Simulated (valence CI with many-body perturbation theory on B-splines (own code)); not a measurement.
# E1 transitions of Ta XXIV

Computed by configuration interaction combined with many-body perturbation theory (CI+MBPT): four valence electrons over a frozen Dirac-Fock core [Kr] 4d10, a basis of 7 s, 7 p, 7 d, 7 f, 4 g, 2 h functions for each j, with the one-electron correlation potential Σ1, the two-electron term Σ2, the three-electron term Σ3, Breit, model QED; selected CI, second order for the rest, scaled by the run's own slope (own B-spline code, finite nucleus).

No measured spectrum was set against this ion. As an estimate, terms of the open shell hold to a few per cent of their energy, and close levels can change places.

Lines 51 to 100 of 313 in falling wavelength, among levels below 1045500 cm⁻¹, chosen from the strongest by gf and those to the six lowest levels. Wavelengths and rates use the calculated energies, so an error of 2000 cm⁻¹ moves a line at 380.1 Å by 0.76 % and its rate by three times that or more. Electric multipoles are in the length gauge, E1 and E2 with the static RPA response of the core. Weak lines are less certain than strong ones. Lines between different terms over intervals too small for the method are left out, as are lines whose strength nearly cancels. Where a level lies close to another of its J and parity, the split of strength between their lines is uncertain. The highest levels of a list are the least certain.

Names give the largest LS component (configuration and term), which can be under half, so a name can repeat, a term be missing and a line seem to break the LS rules; names also repeat where a configuration has a term twice. Letters in brackets count levels of one name in rising energy.

```tsv
λ vac (Å)	Upper	Lower	A (s⁻¹)	log gf	Branch %
380.1	4f3 5p 3H_4 [a]	4f3 5s 3G°_3 [b]	2.20e+07	-2.37	0.2
378.4	4f3 5p 5G_2	4f3 5s 1D°_2 [a]	4.99e+06	-3.27	0.0
378.2	4f3 5p 3D_1	4f3 5s 5D°_0	2.81e+06	-3.74	0.0
377.6	4f3 5p 3D_1	4f3 5s 3D°_2 [c]	4.06e+06	-3.58	0.0
377.0	4f3 5p 5K_7	4f3 5s 3I°_6 [b]	3.17e+05	-3.99	0.0
375.8	4f3 5p 3I_5	4f3 5s 3G°_5 [c]	6.14e+06	-2.84	0.0
374.7	4f3 5p 5G_2	4f3 5s 3D°_1 [b]	1.15e+06	-3.92	0.0
373.9	4f3 5p 5H_6	4f3 5s 3I°_6 [b]	6.15e+05	-3.78	0.0
372.3	4f3 5p 5K_6	4f3 5s 5G°_5	3.08e+06	-3.08	0.0
372.0	4f3 5p 5H_6	4f3 5s 3G°_5 [b]	3.43e+06	-3.03	0.0
371.1	4f3 5p 3H_4 [a]	4f3 5s 5F°_5	1.07e+06	-3.70	0.0
369.3	4f3 5p 5K_6	4f3 5s 1H°_5 [a]	3.85e+05	-3.99	0.0
368.7	4f3 5p 5K_5	4f3 5s 5F°_4	6.54e+06	-2.83	0.1
368.5	4f3 5p 3D_1	4f3 5s 3D°_1 [b]	1.89e+07	-2.94	0.1
367.7	4f3 5p 3I_5	4f3 5s 3I°_6 [b]	3.22e+06	-3.14	0.0
367.6	4f3 5p 5H_6	4f3 5s 3I°_5 [b]	1.42e+06	-3.43	0.0
367.5	4f3 5p 5I_5	4f3 5s 3G°_4 [a]	3.05e+06	-3.17	0.0
366.7	4f3 5p 3H_4 [a]	4f3 5s 3G°_3 [a]	3.23e+07	-2.23	0.2
366.1	4f3 5p 5G_3	4f3 5s 3D°_2 [c]	6.64e+06	-3.03	0.1
366.0	4f3 5p 5G_2	4f3 5s 3D°_2 [b]	1.13e+07	-2.94	0.1
365.9	4f3 5p 3I_5	4f3 5s 3G°_5 [b]	5.03e+05	-3.95	0.0
365.1	4f3 5p 5K_6	4f3 5s 3K°_7	1.20e+07	-2.51	0.1
364.2	4f3 5p 5I_5	4f3 5s 1H°_5 [a]	1.88e+06	-3.39	0.0
363.7	4f3 5p 5I_5	4f3 5s 3F°_4 [a]	2.86e+06	-3.20	0.0
362.8	4f3 5p 5K_6	4f3 5s 3K°_6	3.08e+07	-2.10	0.2
362.6	4f3 5p 5K_7	4f3 5s 3H°_6 [b]	2.29e+06	-3.17	0.0
361.9	4f3 5p 5G_2	4f3 5s 3D°_1 [a]	1.83e+06	-3.75	0.0
361.6	4f3 5p 3I_5	4f3 5s 3I°_5 [b]	1.00e+06	-3.66	0.0
361.0	4f3 5p 5G_3	4f3 5s 1D°_2 [a]	1.90e+07	-2.58	0.1
360.2	4f3 5p 5K_7	4f3 5s 3L°_7 [a]	5.86e+06	-2.77	0.0
360.1	4f3 5p 3D_1	4f3 5s 3D°_2 [b]	4.79e+06	-3.55	0.0
359.6	4f3 5p 5H_6	4f3 5s 3H°_6 [b]	9.48e+05	-3.62	0.0
358.5	4f3 5p 3H_4 [b]	4f3 5s 3I°_5 [b]	5.26e+06	-3.04	0.0
358.1	4f3 5p 3H_4 [b]	4f3 5s 3D°_3 [b]	8.48e+06	-2.83	0.1
358.1	4f3 5p 5G_2	4f3 5s 3G°_3 [c]	1.03e+07	-3.00	0.1
357.8	4f3 5p 5I_5	4f3 5s 3K°_6	9.42e+06	-2.70	0.1
357.7	4f3 5p 5K_5	4f3 5s 3G°_5 [a]	3.96e+06	-3.08	0.0
357.5	4f3 5p 3H_4 [a]	4f3 5s 5G°_3	5.91e+05	-3.99	0.0
357.3	4f3 5p 5H_6	4f3 5s 3L°_7 [a]	8.10e+06	-2.70	0.1
357.1	4f3 5p 5K_5	4f3 5s 3H°_4 [a]	2.98e+07	-2.20	0.2
356.2	4f3 5p 3D_1	4f3 5s 3D°_1 [a]	5.35e+07	-2.52	0.4
355.5	4f3 5p 5K_6	4f3 5s 5F°_5	6.80e+06	-2.78	0.1
355.4	4f3 5p 5K_7	4f3 5s 3K°_8	2.94e+06	-3.08	0.0
355.4	4f3 5p 5I_5	4f3 5s 3H°_6 [a]	1.59e+06	-3.48	0.0
354.7	4f3 5p 3I_5	4f3 5s 3G°_4 [b]	9.96e+06	-2.68	0.1
353.9	4f3 5p 3I_5	4f3 5s 3H°_6 [b]	6.41e+06	-2.88	0.1
353.2	4f3 5p 5G_2	4f3 5s 3D°_2 [a]	1.33e+06	-3.91	0.0
351.7	4f3 5p 3H_4 [b]	4f3 5s 3G°_4 [b]	6.58e+06	-2.96	0.1
350.8	4f3 5p 5I_5	4f3 5s 5F°_5	3.93e+05	-4.10	0.0
350.8	4f3 5p 5G_3	4f3 5s 3G°_4 [b]	1.45e+07	-2.73	0.1
```
